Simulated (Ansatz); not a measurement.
`BC#N` + `SBS` → `BSBS` + `C#N`  (ligand exchange at a B–C bond)

Program: Ansatz. Geometries: PBE0-D4/def2-TZVP. ΔE: electronic, gas phase. CCSD(T)/CBS is the MP2 limit (def2-TZVPP, def2-QZVPP) plus CCSD(T) − MP2 in def2-TZVPP, frozen cores. This one scheme is used for every species. DFT in def2-TZVPP. Each species was taken in one conformer, which may not be the lowest.

```csv
level,ΔE (kcal/mol),difference from CCSD(T)/CBS
B97M-V,-5.5,2.0
PBE,-6.2,1.3
revPBE,-5.7,1.8
r2SCAN,-5.9,1.6
PBE0,-6.3,1.2
r2SCAN0,-6.2,1.3
LC-ωPBE,-6.5,1.0
SCS-MP2/def2-TZVPP,-6.9,0.6
SCS-MP2/def2-QZVPP,-7.0,0.5
CCSD/CBS(def2),-6.8,0.7
CCSD(T)/CBS,-7.5,0
```

Largest T1 diagnostic among the species: 0.015.

The D4 term adds −0.8 kcal/mol with B3LYP and −0.5 kcal/mol with PBE0; it sums over pairs of atoms, weighted by their polarisabilities, and B3LYP, whose exchange is more repulsive, gets the larger term. Leaving LDA and LC-ωPBE aside and taking each functional with its dispersion term where it has one, the values, not all of them listed here, spread over 1.7 kcal/mol, from PBE-QIDH to BHLYP-D4. LDA lies −1.0 kcal/mol from PBE without D4. In def2-TZVPP, CCSD(T) changes the Hartree–Fock value by −3.6 kcal/mol (the triples alone add −0.7 kcal/mol) and MP2 by −4.3 kcal/mol.

B3LYP here is the variant with VWN-RPA as its local correlation; programs differ in this.
